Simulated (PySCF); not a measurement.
SiF2I2, SMILES F[Si](F)(I)I. Geometry optimised at B3LYP-D3(BJ)/def2-SVP. The def2 effective core potentials stand for the cores of I; spin–orbit coupling is left out.

Q: Give the equilibrium geometry at B3LYP-D3(BJ)/def2-SVP (PySCF confirms it by a frequency run) as bond lengths and angles, and its point group. (The exact figures need the calculation; the answer reports its results.)

A: point group C2v.
Atoms: F1 Si2 F3 I4 I5. Bonded distances (Å): F1–Si2 1.609, Si2–F3 1.609, Si2–I4 2.425, Si2–I5 2.425. Angles (°): F1–Si2–F3 106.7, F1–Si2–I4 109.1, F1–Si2–I5 109.1, F3–Si2–I4 109.1, F3–Si2–I5 109.1, I4–Si2–I5 113.6.
Charge 0, spin multiplicity 1.
